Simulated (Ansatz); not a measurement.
A geometry relaxed with Ansatz (a program for electronic structure) with PBE0-D3(BJ)/def2-TZVP, charge 0, multiplicity 1:

```xyz
5

H     -0.6581     0.9979    -0.1919
H     -1.2157    -0.7312     0.1974
N      0.7924    -0.4834     0.0774
H      1.4688     0.2590    -0.1051
C     -0.3873    -0.0424     0.0221
```

Task: Write the SMILES of this molecule.

Result: `C=N`
